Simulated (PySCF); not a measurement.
ClH3O3Ti, SMILES [OH][Ti]([OH])([OH])[Cl], multiplicity 1. Atoms are numbered in the order given.

```xyz
8

Ti     0.0000     0.0000     0.3142
Cl     0.0000     0.0000    -1.9213
O      0.1759    -1.6778     0.9090
H     -0.4996    -2.2526     1.3108
O     -1.5410     0.6865     0.9090
H     -1.7010     1.5590     1.3108
O      1.3651     0.9913     0.9090
H      2.2006     0.6936     1.3108
```
Charge 0, spin multiplicity 1.

The structure is a stationary point at PBE-D3(BJ)/def2-SVP. The multiplicity is an assumed one; no other spin state was optimised. The structure was generated by enumeration; whether it is a known compound was not checked. One conformer was computed; it need not be the lowest.

Calculation: PySCF with PBE-D3(BJ)/def2-SVP.

Frequencies are harmonic and unscaled.

Modes within 1.5 cm⁻¹ of each other (mostly degenerate sets) share a row, with their intensities summed.

Computed harmonic wavenumbers and intensities:
| mode | ν (cm⁻¹) | IR (km/mol) | moving atoms (share of kinetic energy) |
|---|---|---|---|
| 1–2 | 149 | 4.4 | O 44 %, Cl 23 %, H 21 %, Ti 12 % |
| 3 | 153 | 81.5 | H 59 %, O 22 %, Cl 11 %, Ti 9 % |
| 4–5 | 191 | 27.6 | O 66 %, H 22 %, Ti 11 % |
| 6–7 | 250 | 74.6 | H 75 %, O 21 % |
| 8 | 281 | 149.2 | O 41 %, H 40 %, Cl 19 % |
| 9 | 421 | 133.7 | H 36 %, Cl 33 %, Ti 26 % |
| 10–11 | 455 | 404.2 | H 72 %, O 27 % |
| 12 | 471 | 11.0 | H 51 %, O 24 %, Ti 14 %, Cl 11 % |
| 13 | 738 | 101.3 | O 77 %, Ti 15 % |
| 14–15 | 790 | 318.6 | O 56 %, Ti 36 % |
| 16–17 | 3766 | 463.7 | H 94 % |
| 18 | 3772 | 121.6 | H 94 % |
